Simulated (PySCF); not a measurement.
Input file for PySCF: R-M06-2X/def2-TZVPP on CH5NOSn (SMILES C[O][Sn][NH2]), a point of a torsion scan. Elements past Kr take the def2 small-core potentials; no spin–orbit coupling.

```python
from pyscf import gto, dft

mol = gto.M(
    atom='''
    C    -1.85722304   -0.21357157    0.16550645
    O    -0.47122486   -0.33551842    0.27976589
    Sn    1.01297047   -0.44409014    1.70918444
    N     2.44268294   -0.45046907    0.25653117
    H    -2.17215893    0.82673598    0.29275624
    H    -2.39567966   -0.82998979    0.89256136
    H    -2.14775580   -0.53918869   -0.83750293
    H     2.18914977   -0.39914700   -0.72209588
    H     3.45021343   -0.49505673    0.32308395
    ''',
    basis='def2-tzvpp',
    ecp={'Sn': 'def2-tzvpp'},
    charge=0, spin=0, verbose=4, max_memory=1800)
mf = dft.RKS(mol, xc='m062x').density_fit(auxbasis='def2-universal-jkfit')
mf.grids.level = 4
mf.conv_tol = 1e-9
mf.max_cycle = 150
mf.kernel()
mf.dip_moment()
```

The log:

```
PySCF version 2.14.0

[INPUT] verbose = 4
[INPUT] num. atoms = 9
[INPUT] num. electrons = 48
[INPUT] charge = 0
[INPUT] spin (= nelec alpha-beta = 2S) = 0
[INPUT] symmetry False subgroup None
[INPUT] Mole.unit = angstrom
[INPUT] Symbol           X                Y                Z      unit          X                Y                Z       unit  Magmom
[INPUT]  1 C     -1.857223040000  -0.213571570000   0.165506450000 AA   -3.509642897832  -0.403591775293   0.312761862349 Bohr   0.0
[INPUT]  2 O     -0.471224860000  -0.335518420000   0.279765890000 AA   -0.890485928487  -0.634037923547   0.528680911095 Bohr   0.0
[INPUT]  3 Sn     1.012970470000  -0.444090140000   1.709184440000 AA    1.914236760572  -0.839208739220   3.229890487968 Bohr   0.0
[INPUT]  4 N      2.442682940000  -0.450469070000   0.256531170000 AA    4.616001765747  -0.851263169888   0.484773653714 Bohr   0.0
[INPUT]  5 H     -2.172158930000   0.826735980000   0.292756240000 AA   -4.104785476728   1.562304579524   0.553229114857 Bohr   0.0
[INPUT]  6 H     -2.395679660000  -0.829989790000   0.892561360000 AA   -4.527178439591  -1.568453389285   1.686696519769 Bohr   0.0
[INPUT]  7 H     -2.147755800000  -0.539188690000  -0.837502930000 AA   -4.058670244446  -1.018918953563  -1.582651166221 Bohr   0.0
[INPUT]  8 H      2.189149770000  -0.399147000000  -0.722095880000 AA    4.136893510955  -0.754278513442  -1.364563448877 Bohr   0.0
[INPUT]  9 H      3.450213430000  -0.495056730000   0.323083950000 AA    6.519958453996  -0.935521635823   0.610540180743 Bohr   0.0

nuclear repulsion = 188.073934467167
number of shells = 79
number of NR pGTOs = 309
number of NR cGTOs = 213
basis = def2-tzvpp
ecp = {'Sn': 'def2-tzvpp'}


******** <class 'pyscf.df.df_jk.DFRKS'> ********
method = DFRKS
initial guess = minao
damping factor = 0
level_shift factor = 0
DIIS = <class 'pyscf.scf.diis.CDIIS'>
diis_start_cycle = 1
diis_space = 8
diis_damp = 0
SCF conv_tol = 1e-09
SCF conv_tol_grad = None
SCF max_cycles = 150
direct_scf = False
XC library pyscf.dft.libxc version 7.1.2
    S. Lehtola, C. Steigemann, M. J. T. Oliveira, and M. A. L. Marques,  SoftwareX 7, 1–5 (2018)
XC functionals = m062x
    Y. Zhao and D. G. Truhlar,  Theor. Chem. Acc. 120, 215 (2008)
    Y. Zhao and D. G. Truhlar,  Theor. Chem. Acc. 120, 215 (2008)
radial grids:
    Treutler-Ahlrichs [JCP 102, 346 (1995); DOI:10.1063/1.469408] (M4) radial grids

becke partition: Becke, JCP 88, 2547 (1988); DOI:10.1063/1.454033
pruning grids: <function nwchem_prune>
grids dens level: 4
symmetrized grids: False
atomic radii adjust function: <function treutler_atomic_radii_adjust>
small_rho_cutoff = 0
Set gradient conv threshold to 3.16228e-05
Initial guess from minao.
tot grids = 195416
******** <class 'pyscf.df.df.DF'> ********
auxbasis = def2-universal-jkfit
init E= -348.454738810403
  HOMO = -0.580169263789897  LUMO = -0.520223750673228  gap/eV = 1.63120
cycle= 1 E= -384.220796819286  delta_E= -35.8  |g|= 2.41  |ddm|=   31
  HOMO = -0.0521319281071904  LUMO = 0.0310039731069054  gap/eV = 2.26224
cycle= 2 E= -384.465396763016  delta_E= -0.245  |g|=  2.4  |ddm|= 7.47
  HOMO = -0.264805749649408  LUMO = -0.0162649530907366  gap/eV = 6.76314
cycle= 3 E= -385.331918023841  delta_E= -0.867  |g|= 0.316  |ddm|= 3.45
  HOMO = -0.267779289126076  LUMO = -0.0369515393678128  gap/eV = 6.28114
cycle= 4 E= -385.333943639766  delta_E= -0.00203  |g|= 0.31  |ddm|= 0.47
  HOMO = -0.296067475835316  LUMO = -0.0367156029426496  gap/eV = 7.05732
cycle= 5 E= -385.351020395292  delta_E= -0.0171  |g|= 0.0271  |ddm|= 0.214
  HOMO = -0.292488378251872  LUMO = -0.0349979150429505  gap/eV = 7.00667
cycle= 6 E= -385.351187961838  delta_E= -0.000168  |g|= 0.0115  |ddm|= 0.0393
  HOMO = -0.293050170628353  LUMO = -0.0349836572685653  gap/eV = 7.02235
cycle= 7 E= -385.351223026847  delta_E= -3.51e-05  |g|= 0.00469  |ddm|= 0.017
  HOMO = -0.293114365601234  LUMO = -0.0350913988418178  gap/eV = 7.02116
cycle= 8 E= -385.351228329244  delta_E= -5.3e-06  |g|= 0.00123  |ddm|= 0.00621
  HOMO = -0.293197158450768  LUMO = -0.035202267691659  gap/eV = 7.02040
cycle= 9 E= -385.351229004473  delta_E= -6.75e-07  |g|= 0.000395  |ddm|= 0.0028
  HOMO = -0.293195278173146  LUMO = -0.0351843896223301  gap/eV = 7.02083
cycle= 10 E= -385.351229077979  delta_E= -7.35e-08  |g|= 0.000133  |ddm|= 0.000677
  HOMO = -0.293191002138651  LUMO = -0.0351836396594578  gap/eV = 7.02074
cycle= 11 E= -385.351229087093  delta_E= -9.11e-09  |g|= 3.18e-05  |ddm|= 0.000244
  HOMO = -0.293194729352979  LUMO = -0.0351863245364683  gap/eV = 7.02077
cycle= 12 E= -385.351229087784  delta_E= -6.91e-10  |g|= 1.27e-05  |ddm|= 7.67e-05
  HOMO = -0.293195517708531  LUMO = -0.0351864375705837  gap/eV = 7.02078
Extra cycle  E= -385.351229087835  delta_E= -5.14e-11  |g|= 7.86e-06  |ddm|= 2.51e-05
converged SCF energy = -385.351229087835
Dipole moment(X, Y, Z, Debye):  0.91655, -0.00998,  1.31093
```

The calculation finished and met its thresholds.

Cost: about 40 core-seconds (a rough figure).
